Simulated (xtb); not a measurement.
CH₅GaN (SMILES [CH3][Ga+][NH2]), charge +1, singlet, at a GFN2-xTB geometry (such geometries of metal compounds can be far from the true shape). Base run: GFN2-xTB (xtb 6.7.1).

Geometry (Å):
```xyz
8

Ga    -0.0208    -0.0414     0.0187
C     -0.3297     1.5903    -1.1837
H     -1.1837     2.1426    -0.7805
H     -0.5333     1.2238    -2.1943
H      0.5853     2.1904    -1.1529
N      0.4564    -1.4216     1.1247
H      0.5490    -2.3625     0.7354
H      0.0102    -1.5022     2.0412
```
Charge +1, spin multiplicity 1.
All else is at xtb's defaults.
Base energy -8.35135 Eh.

Each row names what was changed in the base input (with any setting that the change needs).

```csv
change,ΔE vs base (mEh),HOMO-LUMO gap (eV),G_solv (kcal/mol),SCF cycles
base,0.000,2.58,-,12
alpb = thf,-82.978,2.61,-53.16,13
acc = 0.0001,0.000,2.58,-,19
etemp = 3000,-0.253,2.60,-,12
alpb = dmso,-89.037,2.60,-57.05,13
alpb = ether,-76.383,2.61,-48.57,13
etemp = 1000,0.000,2.58,-,12
```

ALPB and GBSA are two models with their own fitted parameters for each solvent, which aren't always the measured dielectric constant.
